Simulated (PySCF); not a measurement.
# Heteronuclear NMR

Atom-mapped SMILES (the numbers label the heavy atoms): `[CH3:1]/[CH:2]=[C:3]([CH3:4])/[CH:5]=[CH:6]\[C:7](=[O:8])[OH:9]`. Hydrogens are named by the atom that carries them.

- PBE0-D3(BJ)/def2-SVP structure
- shielding tensors at PBE0/pcSseg-1 (GIAO)
- code: PySCF 2.14.0 with density-fitted response routines
- one computed conformer, non-relativistic Hamiltonian, gas phase, fast rotation and ring inversion assumed for equivalent nuclei

**Question.** Predict the 17O NMR data.

**Answer.** 
```tsv
atoms	environment	σ (ppm)	δ (ppm)
O8	carbonyl oxygen	-110.2	362.4
O9	acid hydroxyl oxygen	115.9	160.7
```

Shieldings were converted by a linear fit to measured shifts: 17O: δ = 264.06 − 0.892σ (rms 13.4 ppm, 147 shifts, 14.2 ppm with the 1 outlier that the fit left out vs liquid water, solution or neat liquid). A few per cent of atoms miss by over 2 rms, more outside the fitted compound classes.

On a 300 MHz spectrometer 17O resonates near 40.7 MHz, so 1 ppm is 40.7 Hz.

In solution the two oxygens of a carboxylic acid exchange roles by proton transfer and give one 17O line. Hydrogen bonding in solution shields acid and N–H amide carbonyl oxygens by tens of ppm.
